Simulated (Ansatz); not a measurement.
Geometry optimisation, RHF/def2-SVP in Ansatz.

The input (input.yaml):

```yaml
crystal:
  periodic: [false, false, false]
  atoms:
    - { symbol: Zr, position_ang: [-0.594704, -0.145209, -0.525082] }
    - { symbol: Cl, position_ang: [-0.15484, 1.163087, 2.926609] }
    - { symbol: Cl, position_ang: [1.529823, -0.975769, 0.047471] }
    - { symbol: Cl, position_ang: [-0.52684, 2.153905, -1.007172] }
    - { symbol: Cl, position_ang: [-1.278876, -1.232265, -2.486527] }
    - { symbol: S, position_ang: [-2.389213, -0.744538, 1.15388] }
    - { symbol: H, position_ang: [-3.118105, -1.521098, 0.343373] }
    - { symbol: H, position_ang: [-1.226644, 0.429086, 3.167849] }
basis:
  gaussian: { orbitals: def2-SVP }
hamiltonian:
  xc: hf
relax:
  f_tol: 0.03
  max_steps: 50
```

Launched with:

```bash
$ ansatz run input.yaml --threads 4 --pin off --max-ram 5120MiB --backend cpu --events-out ev --progress --plain --runs-dir out
```

Where does it end, and by what steps?

The forces met the threshold. The force dipped under the threshold on the way, but the program's further checks kept it going. After 22 steps the energy has fallen by 0.103 eV; H8 moved furthest, 0.68 Å.

```csv
step,energy less start (eV),largest force component (eV/Å),accepted
0,0.0000,1.208,yes
1,-0.0229,0.966,yes
2,-0.0228,1.299,no
3,-0.0757,0.579,yes
4,-0.0915,0.043,yes
5,-0.0927,0.035,yes
6,-0.0931,0.013,yes
7,-0.0751,0.700,no
8,-0.0931,0.242,no
9,-0.0943,0.043,yes
10,-0.0943,0.220,yes
11,-0.0962,0.156,yes
12,-0.0988,0.063,yes
13,-0.1008,0.023,yes
14,-0.0755,0.990,no
15,-0.0999,0.272,no
16,-0.1013,0.077,yes
17,-0.1011,0.164,no
18,-0.1017,0.034,yes
19,-0.1020,0.027,yes
20,-0.1025,0.094,yes
21,-0.1027,0.058,yes
22,-0.1031,0.014,yes
```

```xyz
8
Properties=species:S:1:pos:R:3
Zr -0.697 -0.103 -0.395
Cl -0.377 1.358 2.574
Cl 1.337 -1.073 0.325
Cl -0.541 2.199 -0.904
Cl -1.173 -1.165 -2.437
S -2.634 -0.768 0.982
H -3.104 -1.685 0.127
H -0.570 0.364 3.350
```

Whether the end is a true minimum wasn't checked by a vibrational analysis.

Run time: 32 s on 4 threads of Arm Neoverse V2, with other jobs on the host, peak memory 0.37 GiB.
